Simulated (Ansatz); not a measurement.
Start from `SC1OC[SiH2]1` and change one atom or group to get `C1OC[SiH2]1`.

Ansatz, PBE0-D4/def2-TZVP geometries, multiplicity 1. Each molecule was computed in one conformer, which needn't be the lowest.

| property | `SC1OC[SiH2]1` |
| --- | --- |
| ideal-gas entropy at 298 K and 1 bar (rigid rotor, harmonic PBE0-D4/def2-TZVP) / J/(mol·K) | 333 |
| HOMO energy (B3LYP/def2-TZVPP) / eV | -6.86 |
| LUMO energy (B3LYP/def2-TZVPP) / eV | -0.57 |
| LUMO energy (PBE/def2-TZVPP) / eV | -1.19 |
| size of the dipole moment (ωB97M-V/def2-TZVPP) / D | 1.40 |
| HOMO energy (PBE0/def2-TZVPP) / eV | -7.11 |

Question: Give the same properties after the change, and the shifts. (Estimate.)

Answer: Computed: 
```
                                                                                  property  `C1OC[SiH2]1`  shift
ideal-gas entropy at 298 K and 1 bar (rigid rotor, harmonic PBE0-D4/def2-TZVP) / J/(mol·K)            300    -33
                                                       HOMO energy (B3LYP/def2-TZVPP) / eV          -7.03  -0.17
                                                       LUMO energy (B3LYP/def2-TZVPP) / eV          -0.32   0.25
                                                         LUMO energy (PBE/def2-TZVPP) / eV          -0.91   0.28
                                        size of the dipole moment (ωB97M-V/def2-TZVPP) / D           1.52   0.12
                                                        HOMO energy (PBE0/def2-TZVPP) / eV          -7.28  -0.17
```

With PBE0 the HOMO falls by 0.17 eV and the LUMO rises by 0.26 eV, so the gap widens by about 0.43 eV. PBE moves the HOMO by 0.11 eV and ωB97M-V by -0.29 eV. The zero-point energy changes by 0.4 kJ/mol with -3 modes. Dipoles are sizes alone; their direction can turn. Modes under 60 cm⁻¹, often nearly free rotors, make the harmonic entropy too high.

B3LYP here is the variant with VWN-RPA as its local correlation; programs differ in this.
